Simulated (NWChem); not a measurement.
System: PbHI, singlet; SMILES [I][PbH]

Results from NWChem. Medium grid unless said otherwise, to which SCAN and Minnesota functionals are sensitive. Low-valent species are run as closed-shell singlets; no triplet was tried in these runs. All runs use the structure optimised with PBE-D3(BJ)/def2-SVP. def2 effective core potentials on I, Pb; no spin-orbit coupling. B3LYP is NWChem's, with the RPA form of VWN correlation.

Question: Order these by “highest occupied level (eV)”, lowest first: PW6B95/def2-TZVP; M06-L/def2-TZVP; LRC-wPBEh/def2-TZVP.

Answer: LRC-wPBEh/def2-TZVP (-8.50), PW6B95/def2-TZVP (-6.81), M06-L/def2-TZVP (-5.75)
